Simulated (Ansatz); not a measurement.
Ansatz results at the PBE0-D4/def2-TZVP geometry: LUMO energy (PBE0/def2-TZVPP) -0.20 eV; HOMO energy (PBE/def2-TZVPP) -7.41 eV; size of the dipole moment (B3LYP/def2-TZVPP) 2.20 D.

Each molecule was computed in one conformer, which needn't be the lowest.

Q: Which molecule gave them?
A. `CC[SiH](Cl)OC`
B. `C[SiH](F)F`
C. `O=C=N[SiH2]N=C=O`
D. `C[Si](N)(Cl)Cl`

A: C. The others give `C[Si](N)(Cl)Cl`: 0.67, -6.55, 2.41; `CC[SiH](Cl)OC`: 0.85, -6.87, 1.30; `C[SiH](F)F`: 1.05, -7.91, 2.12.

B3LYP here is the variant with VWN-RPA as its local correlation; programs differ in this.
